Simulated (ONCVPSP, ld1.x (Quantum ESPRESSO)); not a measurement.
## Potentials for Ge (Z = 32) compared

Generated with ld1.x 7.5 (TM, RRKJ, ultrasoft, PAW), atompaw 4.2 or ONCVPSP 4.0.1. The cutoff is in Ry: for ld1.x and atompaw files where the sum of valence levels is converged to 10 mRy in a Bessel basis, for ONCV files where the hardest occupied wave has 1 mHa per electron of residual kinetic energy. The error is the largest all-electron minus pseudo excitation energy over each file’s own four to seven test configurations (ionisations up to +4, promotions, holes and added fractions of an electron), all of which were solved. The labels leave out finer settings (local radius, basis sizes, second energies), which also bear on the numbers. Spin-polarised tests are not counted. The rows are a selection from randomly drawn settings: files with unsolved tests, undetermined cutoffs or missed reference levels are left out.

A true bound ghost makes a file unfit for plane-wave use even where its test errors are small: the radial tests pick states by their node count and pass the ghost by.

```tsv
potential	cutoff (Ry)	largest error (meV)	bound ghosts
ONCV, PBE, scalar-relativistic, rc 1.75/1.45/1.80 (spd), local p, core correction yes, reference 4s2, qcut 3.8/6.7/4.9, projectors 1/0/1	30	+244	s
ONCV, PBEsol, scalar-relativistic, rc 1.80/2.15/1.15 (spd), local smoothed, core correction yes, reference 3d10 4s2 4p2, qcut 4.3/3.9/14.7, projectors 2/2/1	167	-307	none
ONCV, PBEsol, scalar-relativistic, rc 1.60/2.25 (sp), local smoothed, core correction yes, reference 4s2 4p1.5, qcut 3.2/3.3, projectors 1/2	61	-751	none
ONCV, PBE, scalar-relativistic, rc 0.95/0.75/1.25 (spd), local smoothed, core correction no, reference 3s2 3p6 3d10 4s1, qcut 13.5/21.5/10.2, projectors 2/2/2	249	-8.5	none
ONCV, LDA (Perdew-Wang 92), scalar-relativistic, rc 1.60/1.50/0.90 (spd), local smoothed, core correction yes, reference 3d10 4s2 4p1.5, qcut 3.2/4.8/20.3, projectors 2/2/1	288	-5.4	s, p
```

Task: Fill in the row for Ge: TM, PBEsol, scalar-relativistic, rc 1.25/2.40/2.20 (spd), local smoothed, core correction yes, reference 4s2 4p2.

Result: cutoff 50 Ry, largest error -316 meV, bound ghosts: s.

Task: Fill in the row for Ge: ONCV, PBE, scalar-relativistic, rc 0.95/1.10/0.85 (spd), local smoothed, core correction yes, reference 3s2 3p6 3d10 4s2 4p2, qcut 12/15.3/18.7, projectors 2/2/2.

Result: cutoff 276 Ry, largest error -32 meV, bound ghosts: none.
